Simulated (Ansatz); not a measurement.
Stepwise reaction of `C[O][Al]([O]C)[O]C` with hydrogen fluoride, as a gas-phase model of exchange steps in deposition or etching. ΔE in kJ/mol.

Program: Ansatz. Geometries: PBE0-D4/def2-TZVP. ΔE: electronic, gas phase. CCSD(T)/CBS adds triple-zeta CCSD(T) − MP2 to the extrapolated MP2 energy (def2 sets, frozen cores). This one scheme is used for every species. DFT in def2-TZVPP. B3LYP here is the variant with VWN-RPA as its local correlation; programs differ in this. Each species was taken in one conformer, which may not be the lowest.

```csv
step,reaction,PBE-D4,B3LYP-D4,ωB97M-V,CCSD(T)/CBS
1,`C[O][Al]([O]C)[O]C` + H–F → `C[O][Al]([F])[O]C` + CH₃OH,-44.9,-45.2,-46.0,-45.1
2,`C[O][Al]([F])[O]C` + H–F → `C[O][Al]([F])[F]` + CH₃OH,-52.5,-51.8,-54.0,-52.6
3,`C[O][Al]([F])[F]` + H–F → `[F][Al]([F])[F]` + CH₃OH,-43.5,-42.4,-44.6,-44.3
```

Q: By hand: ΔE of the 3 steps together at CCSD(T)/CBS.

A: (-45.1) + (-52.6) + (-44.3) = -142.0 kJ/mol, or -47.3 kJ/mol a step.

In ΔE step 2 is the lowest and step 3 the highest. All are downhill at CCSD(T)/CBS. PBE-D4 differs from CCSD(T)/CBS by 0.1 to 0.8 kJ/mol a step. Isolated molecules leave out the surface, adducts and barriers. Largest T1 diagnostic: 0.013.
